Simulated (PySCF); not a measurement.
C₅H₆O₂, SMILES C[C@H]1OC=CC1=O.

The structure is a stationary point at B3LYP-D3(BJ)/def2-SVP. The structure was generated by enumeration; whether it is a known compound was not checked. Other conformers were not sampled.

Vertical ionisation energy (IE) and electron affinity (EA) in eV. Rows of orbital energies are one-electron estimates. Where ΔSCF, EOM or ADC give a negative EA the extra electron is unbound and the value depends on the basis.

| level | IE | EA |
|---|---|---|
| −ε(HOMO), −ε(LUMO), B3LYP/def2-TZVP (PySCF) | 6.95 | 1.55 |
| −ε(HOMO), −ε(LUMO), PBE/def2-TZVP (PySCF) | [?] | [?] |

Question: Complete the blanks. (Estimate from the structure and the level; the computed values follow.)

Answer: 
- −ε(HOMO), −ε(LUMO), PBE/def2-TZVP (PySCF), IE: 5.58
- −ε(HOMO), −ε(LUMO), PBE/def2-TZVP (PySCF), EA: 2.24
